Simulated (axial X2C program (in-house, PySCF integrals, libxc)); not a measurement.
Testing model relations on ZrBr⁺

A bond curve at the CCSD(T) level, 2c, was computed with an in-house relativistic program for diatomic molecules (basis Zr dyall-cv3z [11s12p9d6f3g], Br dyall-cv3z [8s9p6d4f1g] (cores contracted in-house)) for the state Ω = 1 (⟨Sz⟩ = -0.99, ⟨Lz⟩ = 1.99 at HF). Its fit gives Re = 2.4083 Å, ωe = 323.7 cm⁻¹, ωexe = 0.7 cm⁻¹ and αe = 1.994e-04 cm⁻¹; the masses are 89.9047 and 78.9183 u. Two-component means X2C with spin–orbit coupling and atomic mean-field Coulomb and Gaunt terms.

Correlated methods: 10 electrons correlated (number of frozen shells: Zr 4 s, 3 p, 1 d; Br 3 s, 2 p, 1 d), 324 virtual spin orbitals or spinors in MP2, 90 natural virtuals in coupled cluster.

Problem. Find the reduced mass, Be and the force constant.

Solution. From the CCSD(T) values: μ = 42.0270 u. Be = 16.8576/(μ Re²) = 0.06916 cm⁻¹. k = 5.8918×10⁻⁷ μ ωe² = 2.59 mdyn/Å.

Problem. A Morse curve ties αe to the other constants (Pekeris). How well does that hold?

Solution. αe(Morse) = 6Be²/ωe × (√(ωexe/Be) − 1) = 1.934e-04 cm⁻¹; the CCSD(T) curve gives 1.994e-04 cm⁻¹, a ratio of 0.97.

Problem. Estimate the centrifugal constant by the Kratzer relation.

Solution. D = 4Be³/ωe² = 1.26e-08 cm⁻¹.

Problem. Where do the fundamental and the first overtone lie?

Solution. ν(1←0) = ωe − 2ωexe = 322.3 cm⁻¹; ν(2←0) = 2ωe − 6ωexe = 643.2 cm⁻¹.

The state is one determinant whose occupation by symmetry is held fixed; it was picked as the lowest of a PBE0 search that is not exhaustive. Coupled cluster ran in a truncated set of natural virtual spinors; the MP2 energy of the rest was added. (T) has no such correction and the atoms are truncated less, which lowers De at CCSD(T) by a hundredth of an eV or more. PBE0 can misorder states that lie within some tenths of an eV, so this need not be the ground state of the molecule. The nearest other 2c determinant of the search, Ω = 3, lies 0.09 eV up at the distance of the search. With several unpaired electrons one determinant need not be a pure state. The outer-core s and p shells of the metal are frozen in the correlated rows, which leaves out core–valence correlation; for alkali and alkaline-earth bonds that tends to lengthen them. With the outer-core shells frozen, correlated bond lengths of heavy atoms tend to come out a few hundredths of an ångström too long.
